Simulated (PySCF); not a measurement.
PySCF 2.14 output of an unrestricted PBEsol calculation on a single atom or ion in aug-cc-pVTZ-PP with ECP60MDF (6s6p5d3f2g, 88 functions), with scalar relativity through the core potential:

```
SCF conv_tol = 1e-09
number electrons alpha = 10  beta = 4
    J. P. Perdew, A. Ruzsinszky, G. I. Csonka, O. A. Vydrov, G. E. Scuseria, L. A. Constantin, X. Zhou, and K. Burke.,  Phys. Rev. Lett. 100, 136406 (2008)
    J. P. Perdew, A. Ruzsinszky, G. I. Csonka, O. A. Vydrov, G. E. Scuseria, L. A. Constantin, X. Zhou, and K. Burke.,  Phys. Rev. Lett. 100, 136406 (2008)
cycle= 1 E= -89.4519653799163  delta_E= -0.00767  |g|= 0.0145  |ddm|= 0.252
cycle= 2 E= -89.452029217069  delta_E= -6.38e-05  |g|= 0.00799  |ddm|= 0.0574
cycle= 3 E= -89.4520498866074  delta_E= -2.07e-05  |g|= 0.000653  |ddm|= 0.0063
cycle= 4 E= -89.4520500133402  delta_E= -1.27e-07  |g|= 6.35e-05  |ddm|= 0.00115
cycle= 5 E= -89.4520500154345  delta_E= -2.09e-09  |g|= 5.46e-06  |ddm|= 0.000321
cycle= 6 E= -89.4520500154488  delta_E= -1.44e-11  |g|= 3.75e-07  |ddm|= 1.19e-05
converged SCF energy = -89.4520500154488  <S^2> = 12.000497  2S+1 = 7.0001421
```

The run itself started from symmetry-adapted Hartree-Fock orbitals and held the occupation by maximum overlap, on a logarithmic radial grid, so the iterations belong to that start.

Problem. Which element, charge and spin multiplicity is this?

Solution. Os²⁺ (osmium, charge +2), multiplicity 7; the state was [Xe] 4f14 5d5 6p1, high-spin 7P determinant (an excited configuration).

Energies and moments cover only the electrons outside the core potential. Spin-orbit coupling, absent here, splits the open shell strongly.
